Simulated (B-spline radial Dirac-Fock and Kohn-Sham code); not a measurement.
Anomalous scattering factors of Sb, 12.25 keV to 70.56 keV

The computed values come from a radial finite-basis atomic code: the dispersion relation over Dirac-Hartree-Slater subshell photoionisation cross sections, with the Kissel-Pratt high-energy constant (isolated atom, no bound-bound lines or fine structure). The forward scattering factor is f₀ + f′ + i f″.

Input file task.json (cfg lists n, l and occupation; rrms is the nuclear radius in fm):

```json
{"items": [{
  "Z": 51,
  "q": 0,
  "cfg": [[1, 0, 2], [2, 0, 2], [2, 1, 6], [3, 0, 2], [3, 1, 6], [3, 2, 10], [4, 0, 2], [4, 1, 6], [4, 2, 10], [5, 0, 2], [5, 1, 3]],
  "A": 121,
  "rrms": 4.6802,
  "do": "dispersion",
  "hv": [572.3, 592.6, 1000.0, 1253.6, 1486.9, 2000.0, 2783.0, 2984.4, 4000.0, 4510.9, 5414.7, 6000.0, 6403.9, 6536.0, 6930.3, 7226.0, 8047.8, 8373.0, 9251.7, 9764.0, 10170.0, 12000.0, 12250.0, 12410.0, 12620.0, 12890.0, 13160.0, 13580.0, 15000.0, 17479.3, 18100.0, 19350.0, 21780.0, 22162.9, 24209.8, 24400.0, 26540.0, 30000.0, 37270.0, 40000.0, 41830.0, 54270.0, 58560.0, 70560.0],
  "edges": {"K": 30491.0, "L1": 4698.0, "L2": 4380.0, "L3": 4132.0, "M1": 940.0, "M2": 812.7, "M3": 766.4, "M4": 537.5, "M5": 528.2, "N1": 153.2, "N2": 95.6, "N3": 95.6}
}]}
```

Launch: `python xray2_run.py task.json out`

Edges near this range: K 30491.0 eV.

| hν (eV) | λ (Å) | f′ (e) | f″ (e) | tabulated f′ | tabulated f″ |
| --- | --- | --- | --- | --- | --- |
| 12250 | 1.012 | -0.055 | 2.932 | -0.08 | 2.82 |
| 12410 | 0.9991 | -0.069 | 2.867 | -0.09 | 2.76 |
| 12620 | 0.9824 | -0.088 | 2.785 | -0.11 | 2.68 |
| 12890 | 0.9619 | -0.113 | 2.685 | -0.14 | 2.58 |
| 13160 | 0.9421 | -0.139 | 2.590 | -0.16 | 2.49 |
| 13580 | 0.9130 | -0.179 | 2.452 | -0.20 | 2.36 |
| 15000 | 0.8266 | -0.318 | 2.061 | -0.34 | 1.99 |
| 17479.3 | 0.7093 | -0.559 | 1.572 | -0.58 | 1.53 |
| 18100 | 0.6850 | -0.619 | 1.478 | -0.64 | 1.44 |
| 19350 | 0.6407 | -0.741 | 1.312 | -0.76 | 1.28 |
| 21780 | 0.5693 | -0.986 | 1.061 | -1.00 | 1.04 |
| 22162.9 | 0.5594 | -1.028 | 1.028 | -1.04 | 1.01 |
| 24209.8 | 0.5121 | -1.271 | 0.876 | -1.28 | 0.86 |
| 24400 | 0.5081 | -1.297 | 0.864 | -1.31 | 0.85 |
| 26540 | 0.4672 | -1.645 | 0.741 | -1.65 | 0.73 |
| 30000 | 0.4133 | -3.384 | 0.593 | -3.59 | 0.58 |
| 37270 | 0.3327 | -0.622 | 2.560 | -0.64 | 2.54 |
| 40000 | 0.3100 | ? | ? | ? | ? |
| 41830 | 0.2964 | -0.241 | 2.113 | -0.25 | 2.09 |
| 54270 | 0.2285 | 0.058 | 1.352 | 0.05 | 1.34 |
| 58560 | 0.2117 | 0.080 | 1.183 | 0.07 | 1.17 |
| 70560 | 0.1757 | 0.078 | 0.848 | 0.07 | 0.84 |

Task: What are f′ and f″ at 40000 eV?

Result: f′ = -0.358 and f″ = 2.277 electrons (tables: -0.37 and 2.26). By the optical theorem f″ corresponds to a photoabsorption cross section 2 rₑ λ f″ = 3980 b.

Tabulated f′: xraylib 4.2 anomalous scattering factors (Cullen et al., EPDL97); f″: Chantler's tables (J. Phys. Chem. Ref. Data 1995 and 2000). Both are theoretical tables.
